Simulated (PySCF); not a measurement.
**Electronic structure of Tm (thulium, neutral) at the LDA level**

Configuration: [Xe] 4f14 6s1, 2S determinant (an excited configuration). All numbers are calculated (PySCF 2.14, scalar relativity by spin-free X2C-1e, in x2c-TZVPPall).

```
Total energy                        : -13557.89 hartree
One-electron energy                 : -18634.84 hartree
Hartree (Coulomb) energy            : 5357.86 hartree
Exchange-correlation energy         : -280.91 hartree
⟨S²⟩                                : 0.7502
⟨L²⟩                                : 0.000
Sum of ⟨r⟩                          : 42.36 bohr
Sum of ⟨r²⟩                         : 63.80 bohr²
Langevin diamagnetic susceptibility : -50.5 ×10⁻⁶ cm³/mol
Time after the integrals            : roughly 6 core-seconds
```

```csv
shell,electrons,mean orbital energy (eV),"rms radius, mean of both spins (bohr)"
1s α,1,-59043.6,0.0227
1s β,1,-59043.6,0.0227
2s α,1,-9956.2,0.0918
2s β,1,-9956.2,0.0918
2p α,3,-8817.7,0.0829
2p β,3,-8817.7,0.0829
3s β,1,-2230.3,0.236
3s α,1,-2230.3,0.236
3p β,3,-1883.7,0.237
3p α,3,-1883.7,0.237
3d β,5,-1443.8,0.217
3d α,5,-1443.8,0.217
4s β,1,-430.80,0.530
4s α,1,-430.80,0.530
4p β,3,-316.41,0.564
4p α,3,-316.40,0.564
4d β,5,-161.70,0.618
4d α,5,-161.70,0.618
5s α,1,-46.589,1.33
5s β,1,-46.562,1.33
5p α,3,-21.311,1.64
5p β,3,-21.236,1.64
6s α,1,-2.847,4.77
4f α,7,5.146,1.00
4f β,7,5.164,1.00
```

Spin-orbit coupling, which splits the p, d and f shells strongly at this Z, is absent. At LDA the highest occupied level has a positive energy, so only the finite basis holds that electron; for this excited configuration the basis is too tight for the outer shell.

Densities and radii are taken from the X2C orbitals without a picture-change correction, which distorts them close to the nucleus.
